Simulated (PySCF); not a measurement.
The dipole of `CCCN(NC)[SiH](C)C` from its density and from atomic charges.

Coordinates (GFN2-xTB, Å) and charges (e) from the PBE0/pcSseg-1 density (PySCF):

```json
{"atom": "C1", "x": "2.092", "y": "0.373", "z": "1.103", "Mulliken": "-0.3089", "IAO": "-0.4161", "Hirshfeld": "-0.1230", "ESP-fitted": "-0.2449"}
{"atom": "C2", "x": "2.248", "y": "-0.523", "z": "-0.118", "Mulliken": "-0.2624", "IAO": "-0.2595", "Hirshfeld": "-0.0753", "ESP-fitted": "+0.1130"}
{"atom": "C3", "x": "1.205", "y": "-0.217", "z": "-1.198", "Mulliken": "+0.0546", "IAO": "-0.1324", "Hirshfeld": "-0.0309", "ESP-fitted": "-0.1996"}
{"atom": "N4", "x": "-0.153", "y": "-0.508", "z": "-0.794", "Mulliken": "-0.6834", "IAO": "-0.4376", "Hirshfeld": "-0.1327", "ESP-fitted": "-0.3161"}
{"atom": "N5", "x": "-0.387", "y": "-1.904", "z": "-0.743", "Mulliken": "-0.2997", "IAO": "-0.3188", "Hirshfeld": "-0.1106", "ESP-fitted": "-0.4711"}
{"atom": "C6", "x": "-0.732", "y": "-2.406", "z": "0.573", "Mulliken": "-0.1240", "IAO": "-0.3014", "Hirshfeld": "-0.0774", "ESP-fitted": "-0.1889"}
{"atom": "Si7", "x": "-1.399", "y": "0.648", "z": "-0.481", "Mulliken": "+0.9117", "IAO": "+1.0113", "Hirshfeld": "+0.3915", "ESP-fitted": "+0.9858"}
{"atom": "C8", "x": "-0.912", "y": "2.320", "z": "-1.231", "Mulliken": "-0.6546", "IAO": "-0.7246", "Hirshfeld": "-0.2150", "ESP-fitted": "-0.8577"}
{"atom": "C9", "x": "-1.827", "y": "0.956", "z": "1.356", "Mulliken": "-0.6410", "IAO": "-0.7344", "Hirshfeld": "-0.2225", "ESP-fitted": "-0.6646"}
{"atom": "H10", "x": "2.207", "y": "1.419", "z": "0.824", "Mulliken": "+0.1016", "IAO": "+0.1296", "Hirshfeld": "+0.0350", "ESP-fitted": "+0.0614"}
{"atom": "H11", "x": "2.840", "y": "0.132", "z": "1.854", "Mulliken": "+0.1153", "IAO": "+0.1399", "Hirshfeld": "+0.0386", "ESP-fitted": "+0.0542"}
{"atom": "H12", "x": "1.106", "y": "0.242", "z": "1.541", "Mulliken": "+0.1275", "IAO": "+0.1318", "Hirshfeld": "+0.0312", "ESP-fitted": "+0.0642"}
{"atom": "H13", "x": "2.152", "y": "-1.570", "z": "0.172", "Mulliken": "+0.1243", "IAO": "+0.1337", "Hirshfeld": "+0.0321", "ESP-fitted": "+0.0319"}
{"atom": "H14", "x": "3.241", "y": "-0.384", "z": "-0.551", "Mulliken": "+0.1090", "IAO": "+0.1291", "Hirshfeld": "+0.0366", "ESP-fitted": "+0.0035"}
{"atom": "H15", "x": "1.432", "y": "-0.819", "z": "-2.086", "Mulliken": "+0.1043", "IAO": "+0.1324", "Hirshfeld": "+0.0296", "ESP-fitted": "+0.0817"}
{"atom": "H16", "x": "1.258", "y": "0.836", "z": "-1.469", "Mulliken": "+0.1075", "IAO": "+0.1242", "Hirshfeld": "+0.0373", "ESP-fitted": "+0.1223"}
{"atom": "H17", "x": "-1.132", "y": "-2.138", "z": "-1.396", "Mulliken": "+0.1783", "IAO": "+0.2406", "Hirshfeld": "+0.1034", "ESP-fitted": "+0.3228"}
{"atom": "H18", "x": "-0.738", "y": "-3.495", "z": "0.524", "Mulliken": "+0.1122", "IAO": "+0.1466", "Hirshfeld": "+0.0454", "ESP-fitted": "+0.1104"}
{"atom": "H19", "x": "-1.709", "y": "-2.063", "z": "0.936", "Mulliken": "+0.0993", "IAO": "+0.1076", "Hirshfeld": "+0.0288", "ESP-fitted": "+0.0712"}
{"atom": "H20", "x": "0.032", "y": "-2.089", "z": "1.280", "Mulliken": "+0.1185", "IAO": "+0.1456", "Hirshfeld": "+0.0427", "ESP-fitted": "+0.1301"}
{"atom": "H21", "x": "-2.605", "y": "0.115", "z": "-1.151", "Mulliken": "-0.1109", "IAO": "-0.1619", "Hirshfeld": "-0.0989", "ESP-fitted": "-0.2267"}
{"atom": "H22", "x": "-0.635", "y": "2.231", "z": "-2.276", "Mulliken": "+0.1401", "IAO": "+0.1552", "Hirshfeld": "+0.0413", "ESP-fitted": "+0.1839"}
{"atom": "H23", "x": "-0.082", "y": "2.775", "z": "-0.700", "Mulliken": "+0.1380", "IAO": "+0.1513", "Hirshfeld": "+0.0400", "ESP-fitted": "+0.2088"}
{"atom": "H24", "x": "-1.750", "y": "3.006", "z": "-1.170", "Mulliken": "+0.1397", "IAO": "+0.1579", "Hirshfeld": "+0.0429", "ESP-fitted": "+0.1999"}
{"atom": "H25", "x": "-2.653", "y": "1.657", "z": "1.435", "Mulliken": "+0.1304", "IAO": "+0.1524", "Hirshfeld": "+0.0384", "ESP-fitted": "+0.1421"}
{"atom": "H26", "x": "-0.991", "y": "1.382", "z": "1.905", "Mulliken": "+0.1381", "IAO": "+0.1489", "Hirshfeld": "+0.0376", "ESP-fitted": "+0.1470"}
{"atom": "H27", "x": "-2.125", "y": "0.049", "z": "1.874", "Mulliken": "+0.1344", "IAO": "+0.1485", "Hirshfeld": "+0.0347", "ESP-fitted": "+0.1356"}
```

Q: Form Σ q r in debye for every column and set it beside the full dipole.

A: The full density gives (-0.33, 0.16, 0.32) D, 0.49 D in size; dipole vectors point from the negative to the positive end.

```json
{"scheme": "Mulliken", "μx": "-0.20", "μy": "-0.31", "μz": "0.97", "size (D)": "1.04", "share of the full size (%)": "214", "angle to the full dipole (°)": "50"}
{"scheme": "IAO", "μx": "-0.60", "μy": "-0.28", "μz": "-0.17", "size (D)": "0.69", "share of the full size (%)": "141", "angle to the full dipole (°)": "72"}
{"scheme": "Hirshfeld", "μx": "-0.23", "μy": "-0.38", "μz": "-0.29", "size (D)": "0.53", "share of the full size (%)": "109", "angle to the full dipole (°)": "107"}
{"scheme": "ESP-fitted", "μx": "-0.33", "μy": "0.14", "μz": "0.35", "size (D)": "0.50", "share of the full size (%)": "103", "angle to the full dipole (°)": "4"}
```

Q: Which set comes closest?

A: Length of the difference vector: ESP-fitted 0.04 D, IAO 0.71 D, Hirshfeld 0.82 D, Mulliken 0.82 D. Closest: ESP-fitted. 

Q: What is left for the Hirshfeld atoms' own dipoles?

A: The Hirshfeld atoms' densities add up to the full density, so μ = Σ q r + Σ (atomic dipoles). The atomic dipoles sum to (-0.33, 0.16, 0.32) − (-0.23, -0.38, -0.29) = (-0.10, 0.54, 0.61) D, 0.82 D in size.

Q: With the origin at the mean of the coordinates, (-0.001, 0.001, 0.000) Å, which are the largest single terms, by size, of the ESP-fitted dipole along the direction of the full one?

A: C9 -7.81, Si7 +4.04, C8 -2.41, H25 +2.25, N5 +1.93 D; all 27 atoms together +0.50 D. The single terms depend on the origin, their sum doesn't.

Q: Give the size of the full dipole in other units.

A: 0.49 D = 0.191 au = 0.101 e·Å = 1.62 × 10⁻³⁰ C·m.

The structure is a single GFN2-xTB conformer in the gas phase; no vibrational or solvent corrections.

These values come from a run that also computed NMR shieldings. Hardware: x86-64 server, one thread, no GPU, on a shared host. Cost: 56 s.

Conformer computed: `[CH3:1][CH2:2][CH2:3][N:4]([NH:5][CH3:6])[SiH:7]([CH3:8])[CH3:9]`: C1–C2–C3–N4 -65°, C2–C3–N4–N5 -73°, C3–N4–N5–C6 118°, C3–N4–Si7–C8 17°.
